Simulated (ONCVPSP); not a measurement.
V (Z = 23): one change to an ONCV potential, before and after

ONCVPSP 4.0.1 input, shortened (lines: element, Z, core and valence counts, functional; n l f; lmax; l rc ep ncon nbas qcut; lloc lpopt rc5 dvloc0; l nproj debl; icmod fcfact rcfact), LDA (Perdew-Zunger), scalar-relativistic:

```
  V 23.00    5    2        3      upf
    1    0    2.00
    2    0    2.00
    2    1    6.00
    3    0    2.00
    3    1    6.00
    3    2    3.00
    4    0    2.00
    2
    0    2.70    0.00    5   10    2.80
    1    2.15    0.41    4    8    4.10
    2    1.75    0.00    4    9    7.90
    4    1    1.45    2.00
    0    3    0.90
    1    2    2.20
    2    3    1.50
    3    4.00    1.45
```

Change: s: qcut 1.9; p: qcut 2.8; d: qcut 5.5.

Cutoffs: the cutoffs (Ha) at which the residual kinetic energy of the hardest occupied pseudo-wave falls to 1 and 0.1 mHa per electron; they do not see the model core or the augmentation charge, which bear on the density cutoff. Errors are all-electron minus pseudo energies relative to the spin-unpolarised reference configuration.

Question: What does the change do?

Answer: The potential gets harder (26 Ha and 30 Ha → 95 Ha and 111 Ha); the bound ghost in p disappears; the errors of the 3 common tests hardly move; the range in which the p phases agree narrows (upper end 4.5 → 3.3).

| quantity | base | changed |
| --- | --- | --- |
| cutoff, loose | 26 Ha | 95 Ha |
| cutoff, tight | 30 Ha | 111 Ha |
| loose cutoff by channel | s 3.2 Ha, d 26 Ha | s 7.8 Ha, d 95 Ha |
| bound ghosts | p | none |
| GHOST(+) flags under 300 eV | s at 61.8 eV, s at 239.9 eV | s at 72.8 eV, p at 96.2 eV |
| tests with a reliable result | 3 of 4 | 3 of 4 |
| error for 3d3 4s1, meV [ΔE 7.94 eV] | -14 | -12 |
| error for 3d3 4s0, meV [ΔE 22.49 eV] | -106 | -100 |
| error for 3d2 4s0, meV [ΔE 51.64 eV] | -286 | -280 |
| s: phases at 2.74 bohr within 0.05 rad from the reference energy up to (Ha; the scan ends near 5) | 2.1 | 2.2 |
| p: phases at 2.18 bohr within 0.05 rad from the reference energy up to (Ha; the scan ends near 5) | 4.5 | 3.3 |
| d: phases at 1.78 bohr within 0.05 rad from the reference energy up to (Ha; the scan ends near 5) | to the end of the scan | to the end of the scan |
| rms error of d²Exc/dni dnj with the model core, mHa | 11.25 | 10.89 |

 A true bound ghost makes a file unfit for plane-wave use even where its test errors are small: the radial tests pick states by their node count and pass the ghost by.
